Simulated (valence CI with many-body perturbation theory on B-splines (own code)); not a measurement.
Results of a calculation; reference values are marked as such.
Os⁴⁵⁺: what the settings do

Level of theory: valence CI with perturbative core correlation (CI+MBPT): three valence electrons over a frozen Dirac-Fock core [Ar] 3d10, radial functions for each j: 6 s, 6 p, 5 d, 3 f, 1 g, with the one-electron correlation potential Σ1 (screened to all orders), the two-electron term Σ2, the three-electron term Σ3, Breit, model QED; selected single and double excitations, second order for the rest, scaled by the run's own slope (own B-spline code, finite nucleus).

No measured spectrum was set against this ion. As an estimate, large intervals hold to a few tenths of a per cent, small ones and those within an open d or f shell to about a per cent.

The reference run has the lowest level (4s^2 4p1/2) J=1/2 and an ionisation energy of 2401.22 eV. Its largest variational space holds 2733 state functions.

Levels are named by their leading jj configuration (3d3/2^4 stands for four electrons in 3d with j = 3/2), which in mixed levels can hold well under half, so a name can repeat and another be missing. Letters in brackets count levels of one name in rising energy.

Reference levels: (4s 4p1/2^2) J=1/2 822162, (4s^2 4p3/2) J=3/2 913273, (4s 4p1/2 4p3/2) J=3/2 [a] 1623670, (4s 4p1/2 4p3/2) J=5/2 1694510, (4s 4p1/2 4p3/2) J=3/2 [b] 1794190, (4s 4p1/2 4p3/2) J=1/2 1814100, (4s^2 4d3/2) J=3/2 2268790, (4s^2 4d5/2) J=5/2 2428480, (4s 4p3/2^2) J=5/2 2610880, (4p1/2^2 4p3/2) J=3/2 2617360, (4s 4p3/2^2) J=1/2 2726890, (4s 4p3/2^2) J=3/2 2756640 cm⁻¹.

Task: Rank these changes by the mean size of the shift of these levels, smallest first.
A. orbitals per symmetry with explicit Σ2 and valence Breit (the others get mean screening factors) 5 → 2
B. highest l in the core sums 6 → 2
C. selection threshold (hartree) 2e-08 → 1e-05; highest l in the core sums 6 → 4
D. correlating orbitals by l 3 3 3 2 1 → 4 4 3 0 0; Davidson tolerance 2e-05 → 0.0003

Result: A (17 cm⁻¹), C (69 cm⁻¹), D (390 cm⁻¹), B (2000 cm⁻¹).
